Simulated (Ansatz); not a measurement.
`P[SiH2][SeH]` + NH₃ → `N[SiH2][SeH]` + PH₃  (cleavage of the Si–P bond)

Isolated molecules relaxed with PBE0-D4/def2-TZVP in Ansatz; ΔE leaves out vibrations. CCSD(T)/CBS is the MP2 limit (def2-TZVPP, def2-QZVPP) plus CCSD(T) − MP2 in def2-TZVPP, frozen cores. This one scheme is used for every species. Functionals use def2-TZVPP. B3LYP here is the variant with VWN-RPA as its local correlation; programs differ in this. HSE06 is defined as in plane-wave codes. For Se outer-core shells are correlated without core-valence functions, which leaves a few kJ/mol of doubt a bond. Scalar relativity is left out up to krypton. One conformer a species, not always the lowest.

```json
{"level": "LDA (SPW92)", "ΔE (kcal/mol)": "-6.7", "difference from CCSD(T)/CBS": "0.5"}
{"level": "PBE-D4", "ΔE (kcal/mol)": "-4.7", "difference from CCSD(T)/CBS": "2.5"}
{"level": "revPBE-D4", "ΔE (kcal/mol)": "-4.5", "difference from CCSD(T)/CBS": "2.7"}
{"level": "BLYP-D4", "ΔE (kcal/mol)": "-7.4", "difference from CCSD(T)/CBS": "-0.2"}
{"level": "r2SCAN-D4", "ΔE (kcal/mol)": "-7.0", "difference from CCSD(T)/CBS": "0.2"}
{"level": "B97M-V", "ΔE (kcal/mol)": "-6.6", "difference from CCSD(T)/CBS": "0.6"}
{"level": "B3LYP-D4", "ΔE (kcal/mol)": "-7.9", "difference from CCSD(T)/CBS": "-0.7"}
{"level": "r2SCANh-D4", "ΔE (kcal/mol)": "-7.1", "difference from CCSD(T)/CBS": "0.1"}
{"level": "r2SCAN0-D4", "ΔE (kcal/mol)": "-7.2", "difference from CCSD(T)/CBS": "0.0"}
{"level": "HSE06-D4", "ΔE (kcal/mol)": "-5.4", "difference from CCSD(T)/CBS": "1.8"}
{"level": "BHLYP-D4", "ΔE (kcal/mol)": "-8.9", "difference from CCSD(T)/CBS": "-1.7"}
{"level": "CAM-B3LYP-D4", "ΔE (kcal/mol)": "-9.6", "difference from CCSD(T)/CBS": "-2.4"}
{"level": "ωB97X-V", "ΔE (kcal/mol)": "-8.0", "difference from CCSD(T)/CBS": "-0.8"}
{"level": "ωB97M-V", "ΔE (kcal/mol)": "-8.5", "difference from CCSD(T)/CBS": "-1.3"}
{"level": "B2PLYP", "ΔE (kcal/mol)": "-8.9", "difference from CCSD(T)/CBS": "-1.7"}
{"level": "PBE", "ΔE (kcal/mol)": "-5.4", "difference from CCSD(T)/CBS": "1.8"}
{"level": "revPBE", "ΔE (kcal/mol)": "-5.1", "difference from CCSD(T)/CBS": "2.1"}
{"level": "BLYP", "ΔE (kcal/mol)": "-8.7", "difference from CCSD(T)/CBS": "-1.5"}
{"level": "r2SCAN", "ΔE (kcal/mol)": "-7.1", "difference from CCSD(T)/CBS": "0.1"}
{"level": "PBE0", "ΔE (kcal/mol)": "-6.1", "difference from CCSD(T)/CBS": "1.1"}
{"level": "B3LYP", "ΔE (kcal/mol)": "-9.1", "difference from CCSD(T)/CBS": "-1.9"}
{"level": "r2SCANh", "ΔE (kcal/mol)": "-7.2", "difference from CCSD(T)/CBS": "0.0"}
{"level": "r2SCAN0", "ΔE (kcal/mol)": "-7.4", "difference from CCSD(T)/CBS": "-0.2"}
{"level": "HSE06", "ΔE (kcal/mol)": "-6.1", "difference from CCSD(T)/CBS": "1.1"}
{"level": "CAM-B3LYP", "ΔE (kcal/mol)": "-10.3", "difference from CCSD(T)/CBS": "-3.1"}
{"level": "LC-ωPBE", "ΔE (kcal/mol)": "-7.7", "difference from CCSD(T)/CBS": "-0.5"}
{"level": "RPA@PBE/def2-TZVPP", "ΔE (kcal/mol)": "-8.3", "difference from CCSD(T)/CBS": "-1.1"}
{"level": "MP2/def2-SVP", "ΔE (kcal/mol)": "-8.8", "difference from CCSD(T)/CBS": "-1.6"}
{"level": "CCSD/def2-SVP", "ΔE (kcal/mol)": "-9.0", "difference from CCSD(T)/CBS": "-1.8"}
{"level": "CCSD(T)/def2-SVP", "ΔE (kcal/mol)": "-8.6", "difference from CCSD(T)/CBS": "-1.4"}
{"level": "MP2/def2-TZVPP", "ΔE (kcal/mol)": "-8.0", "difference from CCSD(T)/CBS": "-0.8"}
{"level": "SCS-MP2/def2-TZVPP", "ΔE (kcal/mol)": "-9.0", "difference from CCSD(T)/CBS": "-1.8"}
{"level": "CCSD/def2-TZVPP", "ΔE (kcal/mol)": "-8.6", "difference from CCSD(T)/CBS": "-1.4"}
{"level": "CCSD(T)/def2-TZVPP", "ΔE (kcal/mol)": "-7.9", "difference from CCSD(T)/CBS": "-0.7"}
{"level": "HF/def2-QZVPP", "ΔE (kcal/mol)": "-12.0", "difference from CCSD(T)/CBS": "-4.8"}
{"level": "MP2/def2-QZVPP", "ΔE (kcal/mol)": "-7.6", "difference from CCSD(T)/CBS": "-0.4"}
{"level": "SCS-MP2/def2-QZVPP", "ΔE (kcal/mol)": "-8.7", "difference from CCSD(T)/CBS": "-1.5"}
{"level": "HF/CBS(def2)", "ΔE (kcal/mol)": "-12.0", "difference from CCSD(T)/CBS": "-4.8"}
{"level": "MP2/CBS(def2)", "ΔE (kcal/mol)": "-7.3", "difference from CCSD(T)/CBS": "-0.1"}
{"level": "CCSD/CBS(def2)", "ΔE (kcal/mol)": "-8.0", "difference from CCSD(T)/CBS": "-0.8"}
{"level": "CCSD(T)/CBS", "ΔE (kcal/mol)": "-7.2", "difference from CCSD(T)/CBS": "0"}
```

Largest T1 diagnostic among the species: 0.013.

At CCSD(T), def2-SVP lies −1.4 kcal/mol from the extrapolated value and def2-TZVPP −0.7 kcal/mol. From BLYP to BHLYP (50 % exact exchange), in def2-TZVPP and without D4, ΔE moves by −1.6 kcal/mol. In def2-TZVPP, CCSD(T) changes the Hartree–Fock value by +3.9 kcal/mol (the triples alone add +0.7 kcal/mol) and MP2 by +3.8 kcal/mol.
